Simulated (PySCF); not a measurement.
## Ionisation energy of V⁺ by level of theory

V⁺ [Ar] 3d4 (5D) → V²⁺ [Ar] 3d3 (4F), as a difference of total energies. Computed with PySCF 2.14 in aug-cc-pVDZ (7s6p4d2f, 59 functions), with no relativity, point nucleus. Correlated levels: valence: [Ar] frozen. The calculations carry no spin-orbit coupling.

```
           method  ionisation energy (eV)
              UHF                  13.313
             BP86                  15.396
              PBE                  15.404
    MP2 (valence)                  13.998
SCS-MP2 (valence)                  13.542
```

How much does correlation contribute at MP2 (valence)?

13.998 − (13.313) = 0.685 eV, measured against UHF.

These non-relativistic numbers lack the scalar-relativistic shift.

The reference lies between the lowest fine-structure levels, while these numbers refer to the centres of the terms.

Errors of the correlated levels include the incompleteness of this basis and the frozen core.

For comparison: 14.634 ± 0.007 eV (measured; NIST Atomic Spectra Database, ionization energies).
